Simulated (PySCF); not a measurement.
F3Fe, SMILES [F][Fe-]([F])[F] (connectivity only; charge and spin as stated), charge -1, multiplicity 5.

The structure is a stationary point at r2SCAN-D4/def2-SVPD. The multiplicity is an assumed one; other spin states were not compared.

Two levels are set side by side: PBE/def2-TZVPD (PySCF) and M06-2X/def2-TZVPD (PySCF). Same geometry, gas phase. Differences are taken from unrounded values.

| quantity | M06-2X |
|---|---|
| α-spin orbital gap (eV) | 9.34 |
| β-spin orbital gap (eV) | 7.46 |
| mean polarisability (bohr³) | 30.7 |

Problem. What does PBE give, and how far is it from M06-2X? (The exact figures need the calculation; the answer reports its results.)

Solution. 
```csv
quantity,PBE,PBE minus M06-2X
α-spin orbital gap (eV),3.87,-5.47
β-spin orbital gap (eV),1.44,-6.02
mean polarisability (bohr³),45.7,15.0
```

Loosely held outer electrons make PBE densities more polarisable. Differences between two approximate levels are no errors against the true value.

Rough cost on one machine, each run with all the roots and properties that it gave: M06-2X against PBE within a factor of 2.
